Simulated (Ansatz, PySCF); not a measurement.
Isomers of CH5AlO: 1 is [CH3][AlH][OH], 2 is C[O][AlH2]; one conformer of each (the lowest of an xTB search), B3LYP-D3(BJ)/def2-TZVP minima.
Isomer 1 (charge 0, multiplicity 1):
```xyz
8

C     -1.2621    -0.1227     0.0480
Al     0.6067     0.3763    -0.1525
O      1.7801    -0.7688     0.3141
H     -1.3748    -1.1290     0.4552
H     -1.7848    -0.0859    -0.9125
H     -1.7861     0.5715     0.7119
H      1.0975     1.7708    -0.7176
H      2.7235    -0.6123     0.2535
```
Isomer 2 (charge 0, multiplicity 1):
| atom | x (Å) | y (Å) | z (Å) |
|---|---|---|---|
| C | -1.2655 | 0.0620 | 0.3530 |
| O | -0.0314 | -0.6137 | 0.3260 |
| Al | 1.5772 | -0.1732 | 0.5935 |
| H | -1.1553 | 1.1219 | 0.6102 |
| H | -1.9275 | -0.4023 | 1.0892 |
| H | -1.7475 | -0.0047 | -0.6262 |
| H | 2.6455 | -1.3149 | 0.4417 |
| H | 1.9046 | 1.3250 | 0.9716 |

No zero-point or thermal terms.

Rows in 3-21G carry no dispersion term and start afresh at each structure.

Codes used: Ansatz (a quantum-chemistry and plane-wave program) with Gaussian orbitals; PySCF for 3-21G rows, the dispersion terms. Each number belongs to the level named beside it.

Task: What is the computed electronic energy of isomer 2 less that of isomer 1 (BLYP-D4/def2-TZVPP)?

Result: 97 kJ/mol

Task: What electronic energy of isomer 2 less that of isomer 1 does HF/3-21G give?

Result: 91 kJ/mol

Task: What is the computed electronic energy of isomer 2 less that of isomer 1 (PBE/def2-TZVPP)?

Result: 105 kJ/mol
